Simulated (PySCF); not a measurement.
**Radial density of K (potassium, neutral)**

UHF, [Ar] 3d1, 2D determinant (an excited configuration). Computed with PySCF 2.14 in dyall-av3z (25s18p5d2f, 118 functions), with no relativity, point nucleus.

```csv
r (bohr),4πr²ρ (e/bohr),4πr²(ρα − ρβ)
0.00117,0.07485,0.0000
0.00197,0.2054,0.0000
0.00331,0.5523,0.0000
0.00557,1.434,0.0000
0.00938,3.513,0.0000
0.0158,7.802,0.0000
0.0265,14.72,0.0000
0.0446,21.27,-0.0001
0.0751,20.67,-0.0002
0.126,15.77,-0.0006
0.212,20.72,-0.0010
0.357,19.67,-0.0002
0.601,6.303,-0.0001
1.01,6.581,0.0001
1.70,3.892,0.0078
2.86,0.4012,0.0218
4.81,0.06614,0.0628
8.09,0.1168,0.1168
13.6,0.04542,0.0454
22.9,5.298e-05,0.0001
```
